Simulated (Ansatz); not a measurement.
The cluster Ga7Sb7. Total charge 0; singlet. Geometry r2SCAN-D4/def2-SVP, loosely relaxed, basis def2-TZVP, Ansatz.

| atom | x (Å) | y (Å) | z (Å) |
| --- | --- | --- | --- |
| Ga1 | 3.6402 | 0.9247 | 1.2909 |
| Ga2 | 1.4049 | 0.4944 | 3.1455 |
| Ga3 | -2.7592 | -1.9144 | 0.4558 |
| Ga4 | 1.9497 | 1.2508 | -0.8444 |
| Ga5 | -2.3811 | -1.7680 | -2.4650 |
| Ga6 | -0.9936 | -0.6243 | 1.6018 |
| Ga7 | -0.9010 | 0.7126 | -2.2483 |
| Sb8 | 0.3035 | -1.6905 | 3.5127 |
| Sb9 | -0.6734 | -0.9491 | -4.1141 |
| Sb10 | 3.7861 | -0.4849 | -0.7761 |
| Sb11 | 0.1127 | 2.9663 | -1.2699 |
| Sb12 | -4.2429 | -2.9677 | -1.2240 |
| Sb13 | 2.6650 | 2.6755 | 2.7947 |
| Sb14 | -1.9109 | 1.3746 | 0.1404 |

```
run  HOMO (eV)  LUMO (eV)
  A      -5.29      -3.13
  B      -4.79      -3.53
  C      -5.50      -3.08
  D      -5.00      -3.58
```

In the def2 sets Sb takes a core potential; there is no spin–orbit coupling. B3LYP takes the VWN-RPA correlation. Single mean-field runs in def2-TZVP are fitted with def2-universal-jkfit. Another isomer (singlet) lies 2.67 eV lower at PBE0-D4/def2-TZVP; other spin states weren't run for this one.

Problem. The runs used B3LYP, PBE, PBE0, r2SCAN. Estimate which is which.

Solution. A B3LYP (20 % exact exchange); B PBE (0 % exact exchange); C PBE0 (25 % exact exchange); D r2SCAN (0 % exact exchange). Exact exchange lowers occupied and raises empty levels; among semilocal functionals meta-GGAs tend to open the gap a little, and such runs are hard to tell apart. The gap grows from 1.26 eV (PBE) to 2.42 eV (PBE0). The geometry of the charge 0 singlet is only loosely relaxed.
